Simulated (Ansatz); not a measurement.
`C[SiH2]BO[SiH3]` + H₂O → `C[SiH2]BO` + `O[SiH3]`  (formal hydrolysis of a B–O bond)

Program: Ansatz. Geometries: PBE0-D4/def2-TZVP. ΔE: electronic, gas phase. CCSD(T)/CBS adds triple-zeta CCSD(T) − MP2 to the extrapolated MP2 energy (def2 sets, frozen cores). This one scheme is used for every species. DFT in def2-TZVPP. B3LYP here is the variant with VWN-RPA as its local correlation; programs differ in this. Each species was taken in one conformer, which may not be the lowest.

Task: Is it downhill or uphill in electronic energy at CCSD(T)/CBS, and by how much? (An estimate is asked.)

Result: The calculation gave: Nearly level: ΔE = -2.2 kJ/mol.

Task: What do these levels give: PBE-D4, PBE0-D4, ωB97X-V, ωB97M-V, B3LYP, HF/CBS(def2)? (Best estimate.)

Result: The calculation gave: PBE-D4 -8.5, PBE0-D4 -6.7, ωB97X-V -7.8, ωB97M-V -7.8, B3LYP -9.6, HF/CBS(def2) -4.1 kJ/mol.

Largest T1 diagnostic among the species: 0.013.

The D4 term adds +5.1 kJ/mol with B3LYP and +3.0 kJ/mol with PBE0; it sums over pairs of atoms, weighted by their polarisabilities, and B3LYP, whose exchange is more repulsive, gets the larger term.
